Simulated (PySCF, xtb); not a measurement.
FH6NOSi2, SMILES O[Si@H](F)N[SiH3].

GFN2-xTB run with xtb at its own geometry gives an orbital gap of 5.59 eV and a dipole moment of 3.01 D.

Geometry: PBE0-D3(BJ)/def2-SVP. The structure was generated by enumeration; whether it is a known compound was not checked. Other conformers were not sampled.

**Question.** What does PBE/def2-TZVP run with PySCF give? (An estimate is asked for; the answer gives what the named calculation found.)

**Answer.** gap 5.96 eV (levels -6.69 and -0.74 eV), dipole 2.71 D.
